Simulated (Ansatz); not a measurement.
`CC1=CC(C(F)(F)F)=[O+][Ti-]([F])([F])([Cl])[O]1` + `[F][Ti]([F])([F])[I]` → `[F][Ti]([F])([Cl])[I]` + `CC1=CC(C(F)(F)F)=[O+][Ti-]([F])([F])([F])[O]1`  (redistribution)

Isolated molecules relaxed with PBE0-D4/def2-TZVP in Ansatz; ΔE leaves out vibrations. CCSD(T)/CBS is the MP2 limit (def2-TZVPP, def2-QZVPP) plus CCSD(T) − MP2 in def2-TZVPP, frozen cores. Functionals use def2-TZVPP. def2 core potentials past Kr. For I, Ti outer-core shells are correlated without core-valence functions, which leaves a few kJ/mol of doubt a bond. Scalar relativity is left out up to krypton.

(1) Is it downhill or uphill in electronic energy at CCSD(T)/CBS, and by how much? (An estimate is asked.)

(2) What do these levels give: revPBE-D4, BLYP-D4, r2SCAN0-D4, r2SCAN, CCSD(T)/def2-TZVPP, CCSD/CBS(def2)? (Estimate.)

Largest T1 diagnostic among the species: 0.023, so the coupled-cluster value is less sure than usual.

Results:

(1) Ansatz gave: Downhill: ΔE = -1.6 kcal/mol.

(2) The calculation gave: revPBE-D4 -0.3, BLYP-D4 -0.4, r2SCAN0-D4 -0.7, r2SCAN -0.7, CCSD(T)/def2-TZVPP -1.1, CCSD/CBS(def2) -1.4 kcal/mol.

Leaving LDA and LC-ωPBE aside and taking each functional with its dispersion term where it has one, the values, not all of them listed here, spread over 1.2 kcal/mol, from B2PLYP to revPBE-D4.
